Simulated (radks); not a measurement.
Ionisation of the osmium ion Os2+, [Xe] 4f14 5d6, to [Xe] 4f14 5d5 as the strength of local exchange is varied. Calculated with a radial shooting solver on a logarithmic mesh with Libxc functionals: scalar-relativistic Kohn-Sham, Slater X-alpha exchange (alpha = 2/3 is LDA exchange), no correlation, spin-unpolarised, spherical densities, finite nucleus; Fermi nuclear charge, rms radius 5.4126 fm.

| alpha | E(Os2+) (hartree) | exchange (hartree) | IE (eV) | -e of the level emptied (eV) | <r> of it (bohr) |
|---|---|---|---|---|---|
| 0.662 | -17229.8557 | -317.6877 | 27.609 | 21.741 (5d) | 1.715 |
| 0.667 | -17232.2678 | -320.1347 | 27.691 | 21.817 (5d) | 1.713 |
| 0.676 | -17236.6106 | -324.5410 | 27.841 | 21.953 (5d) | 1.709 |
| 0.802 | -17297.5303 | -386.4711 | 29.987 | 23.925 (5d) | 1.662 |
| 0.851 | -17321.2827 | -410.6765 | 30.849 | 24.722 (5d) | 1.644 |
| 0.852 | -17321.7678 | -411.1712 | 30.867 | 24.738 (5d) | 1.644 |
| 0.89 | -17340.2122 | -429.9907 | 31.546 | 25.367 (5d) | 1.631 |
| 0.942 | -17365.4854 | -455.8098 | 32.491 | 26.244 (5d) | 1.613 |

NIST Atomic Spectra Database: 25 +/- 1.6 eV (theoretical). The central value is not met in this range of alpha. Spin polarisation and multiplet splitting are left out, so open shells lie too high by an amount that depends on their filling. Spin-orbit splitting is averaged out at the scalar-relativistic level.

Beside tabulated values, note that spin-unpolarised runs miss the spin-polarisation part of the exchange energy of open shells.
